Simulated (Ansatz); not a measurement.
Input for Ansatz (development build ahead of 0.2.0):

```yaml
crystal:
  periodic: [false, false, false]
  atoms:
    - { symbol: H, position_ang: [0.6497, -2.097, -0.5639] }
    - { symbol: H, position_ang: [0.7281, -1.5956, -1.4357] }
    - { symbol: H, position_ang: [0.6623, -0.7783, -2.0232] }
    - { symbol: H, position_ang: [0.4653, 0.1933, -2.2099] }
    - { symbol: H, position_ang: [0.1761, 1.1265, -1.9589] }
    - { symbol: H, position_ang: [-0.1479, 1.8366, -1.32] }
    - { symbol: H, position_ang: [-0.4427, 2.183, -0.4196] }
    - { symbol: H, position_ang: [-0.6497, 2.097, 0.5639] }
    - { symbol: H, position_ang: [-0.7281, 1.5956, 1.4357] }
    - { symbol: H, position_ang: [-0.6623, 0.7783, 2.0232] }
    - { symbol: H, position_ang: [-0.4653, -0.1933, 2.2099] }
    - { symbol: H, position_ang: [-0.1761, -1.1265, 1.9589] }
    - { symbol: H, position_ang: [0.1479, -1.8366, 1.32] }
    - { symbol: H, position_ang: [0.4427, -2.183, 0.4196] }
basis:
  gaussian: { orbitals: STO-3G }
hamiltonian:
  xc: hf
```

The input is written out in the form of the current development build from the run's settings.

Results

* Converged: yes
* Total energy: -7.31099 hartree
* Spin squared of the determinant: 0.000

Caution: stretched shape with no unrestricted run beside it, a lower state can exist.
